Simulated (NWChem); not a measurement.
System: BiH₃O₂; SMILES [OH][BiH][OH]

Input file for NWChem:

```
start job
memory heap 200 mb stack 900 mb global 1100 mb
geometry units angstroms noautoz
  Bi    -0.170143     0.023216     0.000000
  H     -0.205856    -1.828679     0.000000
  O      1.169722     0.160857    -1.647138
  H      1.703948    -0.656567    -1.693599
  O      1.169722     0.160857     1.647138
  H      1.703948    -0.656567     1.693599
end
basis spherical
  * library def2-svpd
end
ecp
  Bi library def2-ecp
end
dft
  xc r2scan
  iterations 150
  vectors input atomic output neutral.movecs
end
task dft energy
charge 1
dft
  odft
  mult 2
  vectors input atomic output cation.movecs
end
task dft energy
charge -1
dft
  odft
  mult 2
  vectors input atomic output anion.movecs
end
task dft energy
```

The geometry was optimised at PBE-D3(BJ)/def2-SVP. def2 effective core potentials on Bi; no spin-orbit coupling.

Ions are spin-unrestricted doublets at the neutral geometry; other ion states weren't tried.

Q: Predict the main results of this run. (r2SCAN/def2-SVPD with def2 effective core potentials on Bi, vertical spin-unrestricted ions.) Quantities: −ε(HOMO) (eV).

A: 
| Quantity | Value |
|---|---|
| −ε(HOMO) (eV) | 7.12 |
